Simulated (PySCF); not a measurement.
Vertical excitations of a molecule C3H5BF2 from TDDFT-ωB97X/def2-SVPD run with PySCF, as energy in eV (oscillator strength): 6.12 (0.001), 6.17 (0.316), 7.96 (0.054), 8.30 (0.008), 8.62 (0.001), 8.83 (0.005), 9.20 (0.043), 9.23 (0.004), 9.37 (0.004), 9.46 (0.040). Lowest triplet (TDA): 3.73 eV. Coordinates come from a PBE0-D3(BJ)/def2-SVP optimisation. The values are those of a single conformer.

**Question.** Which structure fits?
(A) C=CB(F)CF
(B) FB(F)C1CC1
(C) C/C=C/B(F)F
(D) C=C(F)B(C)F

**Answer.** D, C=C(F)B(C)F
